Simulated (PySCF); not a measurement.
**Computed properties of Ga(Me)2(NH2) (C2H8GaN), SMILES [CH3][Ga]([CH3])[NH2]**

Ga(Me)2(NH2) (C2H8GaN), SMILES [CH3][Ga]([CH3])[NH2]. Geometry: TPSSh-D3(BJ)/def2-SVP. The isomer is the one that the SMILES or the coordinates give; other isomers of the formula were not compared. The values are those of a single conformer. All values are computed for the isolated molecule unless a solvent is named; none is compared with measurement here.

**Structure.** The optimised structure has C2v symmetry. All 30 harmonic modes at TPSSh-D3(BJ)/def2-SVP (PySCF) are real, so it is a minimum. With heavy atoms numbered as in [Ga:1]([CH3:2])([CH3:6])[NH2:10], the shortest bond between them is Ga1–N10 at 1.827 Å and the longest Ga1–C2 at 1.977 Å.

**Vibrations.** The strongest infrared lines (harmonic, unscaled, degenerate partners summed) lie at 319 cm⁻¹ (164 km/mol, H 84 %, N 15 %), 747 cm⁻¹ (105 km/mol, H 75 %, N 12 %, C 10 %), 769 cm⁻¹ (61 km/mol, H 76 %, C 21 %). The softest mode is at 53 cm⁻¹ and the zero-point energy is 60.3 kcal/mol.

**Electronic structure.** ωB97X/def2-TZVP (PySCF) places the frontier levels at -9.48 and 2.04 eV, a gap of 11.52 eV, and gives a dipole moment of 0.31 D and a mean polarisability of 60.2 bohr³. PBE/def2-TZVP (PySCF) at the same geometry gives -5.63 and -0.60 eV, so its gap is 6.49 eV narrower. An orbital gap is neither the optical nor the fundamental gap.

**Excitations.** TDDFT-PBE0/def2-SVPD (PySCF) has S1 at 5.80 eV (214 nm, f = 0.055, bright); the most intense of the 10 singlets computed lies at 7.61 eV (f = 0.15). T1 (TDA) is at 5.12 eV. TDDFT-PBE/def2-SVPD (PySCF) puts S1 at 5.09 eV. No vertical singlet excitation falls in the visible range (under 3.1 eV).

**NMR.** GIAO shifts at KT2/pcSseg-1 (PySCF) (non-relativistic, atoms alike by connectivity averaged): ¹³C at -4.0 ppm against TMS; ¹H from 0.3 to 2.7 ppm against TMS.
